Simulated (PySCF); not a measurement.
# How the functional moves excitation energies

Compound: CBr4.
Geometry (PBE0-D3(BJ)/def2-SVP, Å), atoms numbered from 1 in this order:
```xyz
5
CBr4 angstrom
Br    -0.0759   -0.9754   -1.6930
C      0.0153   -0.0221   -0.0123
Br     1.8151    0.6324    0.2610
Br    -0.4642   -1.2154    1.4329
Br    -1.2155    1.4700   -0.0506
```

Linear-response calculations in the def2-SVPD basis (PySCF; singlets by full response, triplets Tamm–Dancoff, core orbitals frozen in the response; HF means time-dependent Hartree–Fock). 'Strongest' is the level of largest summed f among the singlets computed (10 roots, of which the last may lack a degenerate partner); it can jump between rows when another state enters that window. S1 is the lowest singlet of each run and needn't be the same state throughout; f(S1) is that of one state. Isolated species at its PBE0-D3(BJ)/def2-SVP geometry, gas phase. Relativistic effects, spin–orbit coupling among them, are left out although an element past zinc is present.

| functional | kind | S1 (eV) | f(S1) | strongest (eV) | T1 (eV) | HOMO (eV) | gap (eV) | ionisation energy, ΔSCF (eV) |
| --- | --- | --- | --- | --- | --- | --- | --- | --- |
| LDA | LDA | 3.59 | 0.000 | 4.56 | 3.37 | -7.15 | 3.47 | 9.92 |
| PBE | GGA | 3.60 | 0.000 | 4.54 | 3.34 | -7.00 | 3.49 | 9.73 |
| B3LYP | global hybrid, 20% exact exchange | 4.13 | 0.000 | 5.09 | 3.77 | -8.02 | 5.19 | not settled |
| PBE0 | global hybrid, 25% exact exchange | 4.31 | 0.000 | 5.26 | 3.89 | -8.30 | 5.68 | 10.16 |
| BHandHLYP | global hybrid, 50% exact exchange | 4.81 | 0.000 | 5.61 | 4.26 | -9.43 | 7.82 | 10.52 |
| CAM-B3LYP | range-separated hybrid | 4.62 | 0.000 | 5.45 | 4.12 | -9.61 | 8.13 | not settled |
| wB97X-D | range-separated hybrid | 4.64 | 0.000 | 5.48 | 4.16 | -10.17 | 9.32 | 10.46 |
| LC-wPBE | range-separated hybrid | 5.02 | 0.000 | 5.68 | 4.37 | -11.02 | 10.76 | not settled |

Task: What does HF (Hartree–Fock) give?

Result: S1 (eV) 5.56, f(S1) 0.000, strongest (eV) 8.22, T1 (eV) 4.75, HOMO (eV) -11.28, gap (eV) 12.11, ionisation energy, ΔSCF (eV) not settled. S1 runs from 3.59 eV (LDA) to 5.56 eV (HF), a spread of 1.97 eV, while the orbital gap spreads over 8.6 eV. Along PBE (0%), B3LYP (20%), PBE0 (25%), BHandHLYP (50%), HF (100%) S1 rises with the share of exact exchange. −ε(HOMO) comes closest to its own ΔSCF ionisation energy with wB97X-D (-0.29 eV) and misses most with LDA (-2.77 eV). 'Not settled' means that the ion's SCF failed to converge or may have ended in another state than the lowest.
